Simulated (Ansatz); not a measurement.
Breaking the Se1–H2 bond in FHSe (SMILES F[SeH]) (multiplicity 1 held, fragments rigid). Energies count from the point at 1.478 Å.
Geometry at that point (charge 0, multiplicity 1):
```xyz
3

Se    -0.1156    -0.2234     0.2595
H     -0.8996    -0.9550    -0.7575
F      0.5367     0.9499    -0.8963
```

Restricted levels (R-, RO-) in cc, def2 and unpolarised 6-31G sets keep to the state of the molecule at rest. U- levels take the lowest unrestricted solution at each point, which mixes spins at long bonds. Active spaces are followed from a long bond inwards. Curves can end on different states.

Cores are frozen in the correlated methods. Filled d and f shells under p-block atoms count as core.

Programs: Ansatz (a quantum-chemistry and plane-wave program). 

Energies in eV.

```json
[
 {"R (Å)": "1.182", "R-HF/cc-pVDZ": "1.50", "U-MP2/cc-pVDZ": "1.56", "R-CCSDT(Q)/cc-pVDZ": "1.60", "FIC-MRCISD+Q on CASSCF(4,3)/cc-pVDZ": "1.59"},
 {"R (Å)": "1.330", "R-HF/cc-pVDZ": "0.25", "U-MP2/cc-pVDZ": "0.28", "R-CCSDT(Q)/cc-pVDZ": "0.31", "FIC-MRCISD+Q on CASSCF(4,3)/cc-pVDZ": "0.31"},
 {"R (Å)": "1.478", "R-HF/cc-pVDZ": "0.00", "U-MP2/cc-pVDZ": "0.00", "R-CCSDT(Q)/cc-pVDZ": "0.00", "FIC-MRCISD+Q on CASSCF(4,3)/cc-pVDZ": "0.00"},
 {"R (Å)": "1.626", "R-HF/cc-pVDZ": "0.26", "U-MP2/cc-pVDZ": "0.22", "R-CCSDT(Q)/cc-pVDZ": "0.18", "FIC-MRCISD+Q on CASSCF(4,3)/cc-pVDZ": "0.18"},
 {"R (Å)": "1.774", "R-HF/cc-pVDZ": "0.77", "U-MP2/cc-pVDZ": "0.67", "R-CCSDT(Q)/cc-pVDZ": "0.58", "FIC-MRCISD+Q on CASSCF(4,3)/cc-pVDZ": "0.59"},
 {"R (Å)": "1.995", "R-HF/cc-pVDZ": "1.69", "U-MP2/cc-pVDZ": "1.75", "R-CCSDT(Q)/cc-pVDZ": "1.29", "FIC-MRCISD+Q on CASSCF(4,3)/cc-pVDZ": "1.29"},
 {"R (Å)": "2.217", "R-HF/cc-pVDZ": "2.62", "U-MP2/cc-pVDZ": "2.50", "R-CCSDT(Q)/cc-pVDZ": "1.93", "FIC-MRCISD+Q on CASSCF(4,3)/cc-pVDZ": "1.93"},
 {"R (Å)": "2.586", "R-HF/cc-pVDZ": "3.99", "U-MP2/cc-pVDZ": "2.94", "R-CCSDT(Q)/cc-pVDZ": "2.64", "FIC-MRCISD+Q on CASSCF(4,3)/cc-pVDZ": "2.65"},
 {"R (Å)": "2.956", "R-HF/cc-pVDZ": "5.07", "U-MP2/cc-pVDZ": "3.05", "R-CCSDT(Q)/cc-pVDZ": "2.98", "FIC-MRCISD+Q on CASSCF(4,3)/cc-pVDZ": "3.00"},
 {"R (Å)": "3.399", "R-HF/cc-pVDZ": "6.05", "U-MP2/cc-pVDZ": "3.09", "R-CCSDT(Q)/cc-pVDZ": "3.13", "FIC-MRCISD+Q on CASSCF(4,3)/cc-pVDZ": "3.15"},
 {"R (Å)": "3.990", "R-HF/cc-pVDZ": "6.93", "U-MP2/cc-pVDZ": "3.11", "R-CCSDT(Q)/cc-pVDZ": "3.17", "FIC-MRCISD+Q on CASSCF(4,3)/cc-pVDZ": "3.21"},
 {"R (Å)": "4.729", "R-HF/cc-pVDZ": "7.59", "U-MP2/cc-pVDZ": "3.11", "R-CCSDT(Q)/cc-pVDZ": "3.18", "FIC-MRCISD+Q on CASSCF(4,3)/cc-pVDZ": "3.22"}
]
```

Doubts at one or more of the structures used: a restricted determinant that unrestricted orbitals would lower (R-HF/cc-pVDZ, R-CCSDT(Q)/cc-pVDZ); a spin-contaminated determinant (U-MP2/cc-pVDZ); other coupled-cluster roots lie near (R-CCSDT(Q)/cc-pVDZ); active orbitals that take no part (FIC-MRCISD+Q on CASSCF(4,3)/cc-pVDZ).
